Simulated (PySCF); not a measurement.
# Computed properties of H5NSiTe, SMILES N[Te][SiH3]

Te(NH2)(SiH3) (H5NSiTe), SMILES N[Te][SiH3]. Geometry optimised at PBE0-D3(BJ)/def2-SVP. The def2 effective core potentials stand for the cores of Te; spin–orbit coupling is left out. The values are those of a single conformer. All values are computed for the isolated molecule unless a solvent is named; none is compared with measurement here.

**Structure.** The optimised structure has Cs symmetry. All 18 harmonic modes at PBE0-D3(BJ)/def2-SVP (PySCF) are real, so it is a minimum. With heavy atoms numbered as in [Te:1]([NH2:2])[SiH3:5], the shortest bond between them is Te1–N2 at 2.066 Å and the longest Te1–Si5 at 2.508 Å.

**Vibrations.** The strongest infrared lines (harmonic, unscaled, degenerate partners summed) lie at 881 cm⁻¹ (340 km/mol, H 92 %), 2223 cm⁻¹ (96 km/mol, H 96 %), 2235 cm⁻¹ (89 km/mol, H 96 %). The softest mode is at 103 cm⁻¹ and the zero-point energy is 31.9 kcal/mol.

**Electronic structure.** PBE0/def2-TZVPD (PySCF) places the frontier levels at -6.40 and -1.49 eV, a gap of 4.91 eV, and gives a dipole moment of 1.37 D and a mean polarisability of 83.8 bohr³.

**Excitations.** TDDFT-CAM-B3LYP/def2-SVPD (PySCF) has S1 at 3.54 eV (351 nm, f = 0.001, dark); the most intense of the 10 singlets computed lies at 6.61 eV (f = 0.06). T1 (TDA) is at 2.97 eV. No vertical singlet excitation falls in the visible range (under 3.1 eV).
